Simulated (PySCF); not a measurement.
# Excitation energy of Ir²⁺ by level of theory

Ir²⁺ [Xe] 4f14 5d7 (4F) → Ir²⁺ [Xe] 4f14 5d6 6s1 (6D), as a difference of total energies. All numbers are calculated (PySCF 2.14, a scalar-relativistic core potential, in def2-TZVPPD with the def2 core potential (60 electrons) (6s5p3d2f1g, 59 functions)). Correlated levels: valence: 5s2 5p6 frozen. The calculations carry no spin-orbit coupling.

```
           method  excitation energy (eV)
              UHF                   1.435
    MP2 (valence)                   1.891
SCS-MP2 (valence)                   2.394
   CCSD (valence)                   1.902
CCSD(T) (valence)                   1.935
```

Task: How much does correlation contribute at CCSD(T) (valence)?

Result: 1.935 − (1.435) = 0.500 eV, measured against UHF.
